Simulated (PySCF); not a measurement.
Question: Write Cartesian coordinates for InChI=1S/C5H4FNS/c6-5-1-4(2-7)3-8-5/h1,4H,3H2/t4-/m1/s1 as optimised with GFN2-xTB.

Answer: 
```xyz
12
C5H4FNS angstrom
N     -1.618    2.361    0.428
C     -1.092    1.454   -0.025
C     -0.416    0.297   -0.582
C      1.063    0.438   -0.349
C      1.547   -0.390    0.568
F      2.810   -0.430    0.972
S      0.424   -1.535    1.282
C     -0.883   -0.997    0.113
H     -0.649    0.262   -1.653
H      1.642    1.193   -0.849
H     -1.803   -0.852    0.677
H     -1.025   -1.803   -0.607
```

Orientation and origin are arbitrary. Atoms count from 1 in this order. The 4 C–C bonds span 1.327 Å (C4=C5, drawn double) to 1.541 Å (C3–C8, drawn single), a spread of 0.214 Å. The 2 C–S bonds span 1.756 Å (C5–S7, drawn single) to 1.834 Å (S7–C8, drawn single), a spread of 0.078 Å. The 5-membered ring C3–C4–C5–S7–C8 has internal angles of 90.3° to 117.1°; it is puckered, 0.07 Å rms from its mean plane, widest ring torsion 15°.

Bonds between heavy atoms (Å): N1≡C2 1.142, C2–C3 1.452, C3–C4 1.504, C4=C5 1.327, C5–F6 1.327, C5–S7 1.756, S7–C8 1.834, C3–C8 1.541.

Structure optimised with GFN2-xTB, isolated species.

Point group: C1 (no symmetry element, even within 0.4 Å). No GFN2-xTB frequencies stand behind this structure, so it isn't proved a minimum. One conformer, not necessarily the lowest (C2–C3–C4–C5 108°, C4–C5–S7–C8 6°, C5–S7–C8–C3 -12°, C2–C3–C8–S7 -104°).

The numbers are calculated, not measured.
